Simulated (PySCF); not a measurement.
Computed with PySCF with PBE-D3(BJ)/def2-TZVP // B3LYP-D3(BJ)/def2-TZVP. Gas-phase values, no solvent. 

Reference species (SMILES): `[Cl][Sn]([Cl])[Cl]` (neutral, multiplicity 2).

The dipole moment is 1.93 D.

Changed species: `[SnH2][Cl]` (radical fragment; the reference has radical fragment).

**Question.** What does the change do to the dipole moment?

**Answer.** the dipole moment rises by 0.43 D, to 2.36 D.
